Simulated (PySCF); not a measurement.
**CH6BO3PSi**

The system: CH6BO3PSi, a carbene (divalent C1, bonded to 1 O + 1 P); neutral, singlet. The structure, one conformer, was relaxed in the gas phase by PBE0-D3(BJ)/def2-SVP. No frequency run checks that it is a minimum.

The lowest triplet lies only 0.95 eV up at this geometry (Tamm-Dancoff CAM-B3LYP/def2-SVPD) and falls further when it relaxes, so it may lie near or below this singlet. Shieldings at and next to the centre that carries it rest on this small gap and are unreliable.

SMILES: OB(O)O[C]P[SiH3]

Coordinates in Å:
```
C1     -0.434    1.973   -0.399
O2     -1.323    1.328    0.333
B3     -1.594   -0.030    0.515
O4     -1.059   -0.927   -0.341
O5     -2.408   -0.392    1.529
P6      0.777    1.073   -1.362
Si7     1.870   -0.637   -0.360
H8     -1.311   -1.837   -0.149
H9     -2.712    0.367    2.040
H10     1.764    2.088   -1.393
H11     1.539   -1.953   -0.978
H12     3.333   -0.377   -0.531
H13     1.566   -0.694    1.104
```

Shieldings: GIAO PBE0/pcSseg-1. Shifts are against computed references at the same level: C TMS (σ 184.4 ppm), H TMS (σ 31.27 ppm), Si TMS (σ 352.0 ppm). Core levels by delta-SCF with SCAN, pcX-2 on the ionised atom and pcseg-1 elsewhere, spin-free X2C (2p3/2 is the spin-free 2p value less a third of a first-order spin-orbit splitting); from the vacuum level, for chosen atoms.

Give the NMR and core-level values of the distinct atoms.


```csv
atoms,bonded to,σ (ppm),δ (ppm),core level (eV)
C1,1 O + 1 P,-445.3,629.7,-
O2,1 B + 1 C,-152.8,-,1s 539.46
B3,3 O,88.4,-,-
O4,1 B + 1 H,242.3,-,1s 540.01
O5,1 B + 1 H,238.1,-,-
P6,1 C + 1 Si + 1 H,358.7,-,2p3/2 135.95
Si7,1 P + 3 H,448.8,-96.8,-
H8,1 O,27.39,3.88,-
H9,1 O,26.59,4.68,-
H10,1 P,23.61,7.65,-
H11 H12 H13,1 Si,27.27,4.00,-
```

Values are those of this one static structure, with the three H of a rotating XH3 group averaged; atoms that internal rotation interchanges would show their mean in an NMR spectrum.

Core levels of C1, B3 are left out, their hole states being strongly spin-contaminated.

Which of O2, O4 holds its core electrons tightest, and by how much against the loosest?

O4 (bonded to 1 B + 1 H), by 0.55 eV over O2 (bonded to 1 B + 1 C).

By CAM-B3LYP/def2-SVPD (TDDFT singlets, Tamm-Dancoff triplets, ionisation by delta-SCF), where does absorption start, and what does vertical ionisation take?

The lowest singlet lies at 2.07 eV (f 0.001), the strongest of the first 6 at 5.88 eV (f 0.122), the lowest triplet at 0.95 eV; vertical ionisation takes 7.60 eV.
